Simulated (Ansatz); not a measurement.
Zn(Me)(OH) cation (CH4OZn), SMILES [CH3][Zn][OH] (connectivity only; charge and spin as stated), charge +1, multiplicity 2. Atoms are numbered in the order given.

```xyz
7

Zn     0.2763     0.0923     0.1811
C      0.0380     1.6013    -1.1390
H     -0.7337     2.1618    -0.6067
H     -0.2645     1.1390    -2.0745
H      1.0550     1.9986    -1.1075
O      0.5170    -1.5769     0.7654
H     -0.2344    -2.1928     0.7870
```
Charge +1, spin multiplicity 2.

Geometry optimised at r2SCAN-D4/def2-TZVP. The spin state was assumed, not searched. The isomer is the one that the SMILES or the coordinates give; other isomers of the formula were not compared. One conformer was computed; it need not be the lowest.

Two levels are set side by side: PBE-D3(BJ)/def2-TZVP (Ansatz, an electronic-structure program) and r2SCAN-D4/def2-TZVP (Ansatz). Each level has its own optimised geometry; the coordinates shown are those of the second. Differences are taken from unrounded values.

```
quantity              r2SCAN-D4  PBE-D3(BJ)  PBE-D3(BJ) minus r2SCAN-D4
--------------------  ---------  ----------  --------------------------
mean bond length (Å)      1.341       1.351                       0.010
bond Zn1–C2 (Å)           2.019       2.014                      -0.005
bond Zn1–O6 (Å)           1.785       1.816                       0.031
bond C2–H3 (Å)            1.092       1.100                       0.008
bond C2–H4 (Å)            1.086       1.094                       0.008
bond C2–H5 (Å)            1.092       1.100                       0.007
bond O6–H7 (Å)            0.972       0.982                       0.010
```

Here PBE gives about what the other level gives.
